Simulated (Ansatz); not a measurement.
Job for Ansatz (a first-principles code): U-wB97X-V/cc-pV(T+d)Z on ClHSi (SMILES [SiH]Cl), a point of a bond scan (R = 1.675 Å). Files ending in .json are basis or fitting sets from the Basis Set Exchange.

Ansatz 0.2 input:
```yaml
crystal:
  periodic: [false, false, false]
  atoms:
    - {symbol: Si, position_ang: [0.78708045, -0.22621477, 0.74859549]}
    - {symbol: H, position_ang: [1.83074512, -0.49356290, -0.33253173]}
    - {symbol: Cl, position_ang: [-0.44728374, 0.12701915, -0.32782467]}
basis:
  gaussian:
    orbitals: cc-pV_T+d_Z.json
hamiltonian:
  xc: {name: wB97X-V}
magnetization: {spin_polarized: true, initial_magnetization: 0}
```

Question: Give the final energy of this run.

Answer: -750.1013 hartree.

Question: How many basis functions does it have, and what does it roughly cost on one machine?

Answer: 92 functions; about 6 core-seconds (a rough figure).
